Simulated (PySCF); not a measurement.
# NMR parameters from quadrupole coupling constants

Species: C5H7F3O.
Cartesian coordinates in Å at the PBE0-D3(BJ)/def2-SVP level; atoms count from 1:
```xyz
16
C5H7F3O angstrom
C     -1.5692   -0.6498   -0.3206
C     -0.9630    0.5235    0.4029
C     -0.4200    1.6641   -0.4031
F     -0.4551    1.5417   -1.7475
C      0.5326    0.7878    0.3382
O      1.3294   -0.0337   -0.4483
C      1.7554   -1.1615    0.1771
F      2.6741   -0.8601    1.1208
F      2.3441   -1.9251   -0.7388
H     -2.6056   -0.4267   -0.6151
H     -1.0065   -0.8843   -1.2337
H     -1.5892   -1.5458    0.3185
H     -1.4427    0.7976    1.3486
H     -0.5649    2.6991   -0.0770
H      1.0346    1.1955    1.2230
H      0.9379   -1.7205    0.6696
```

Computed at PBE0/pcSseg-1 (PySCF, non-relativistic):

```tsv
atom	environment	nucleus	spin I	Q (b)	CQ = χzz (MHz)	η
O6	ether oxygen	17O	5/2	-0.0256	-11.612	0.900
```

Q: Work back to Vxx, Vyy and Vzz; CQ/MHz = 234.96 (Q/b)(Vzz/au).

A: Vxx = −Vzz(1 − η)/2 and Vyy = −Vzz(1 + η)/2, in au:

| atom | Vxx (au) | Vyy (au) | Vzz (au) | Vzz (10²¹ V/m²) |
| --- | --- | --- | --- | --- |
| O6 | -0.097 | -1.834 | 1.931 | 18.76 |

Q: Give the quadrupolar product PQ = |CQ|√(1 + η²/3), the quadrupolar frequency νQ = 3|CQ|/[2I(2I − 1)] and the Larmor frequency ν0 = |g| × 7.62259 MHz/T × B at 11.75 T, with g(17O) = −0.75752.

A: 
```tsv
atom	PQ (MHz)	νQ (MHz)	ν0 (MHz)	νQ/ν0
O6	13.09	1.742	67.85	0.026
```

For O6: PQ = 11.61 × 1.1269, νQ = 11.61 × 0.1500, ν0 = 5.7742 MHz/T × 11.75 T.

Q: Second-order quadrupolar shift of the central transition's centre of gravity (half-integer spins, νQ < ν0/10) at 11.75 and 14.1 T.

A: δ = −(3/40)(PQ/ν0)² [I(I + 1) − 3/4]/[I²(2I − 1)²], in ppm:

```json
{"site": "17O at O6", "11.75 T": "-223", "14.1 T": "-155"}
```

Q: Quadrupolar 1/T1 and linewidth for τc = 8 ps (extreme narrowing, isotropic tumbling)?

A: Rate = (3π²/10) PQ² τc (2I + 3)/[I²(2I − 1)], the same for T1 and T2; width = rate/π.

```csv
site,spin factor (2I + 3)/[I²(2I − 1)],1/T1 (s⁻¹),T1 (ms),linewidth (Hz)
17O at O6,0.320,1300,0.77,413
```

The couplings are those of the rigid, isolated species; surroundings and motion change them. The small basis limits the accuracy of the gradients.

One conformer stands for the species.
